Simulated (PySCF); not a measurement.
C2H12OSi3, SMILES O[Si@@H]([SiH3])CC[SiH3].

Geometry: PBE0-D3(BJ)/def2-SVP. The structure was generated by enumeration; whether it is a known compound was not checked. One conformer was computed; it need not be the lowest.

These are PBE/def2-TZVP (PySCF) values and carry that method's errors.

The molecule is in vacuum.

```
Quantity                                                                                                       Result
---------------------------------------------------------------------------------------------  ----------------------
total energy                                                                                      -1026.60008 hartree
highest occupied level                                                                                       -6.51 eV
lowest empty level                                                                                           -0.99 eV
orbital gap                                                                                                   5.52 eV
dipole moment                                                                                                  1.85 D
quadrupole, principal values (traceless, Buckingham form, about the centre of nuclear charge)  -3.03, -0.97, 4.00 D·Å
```
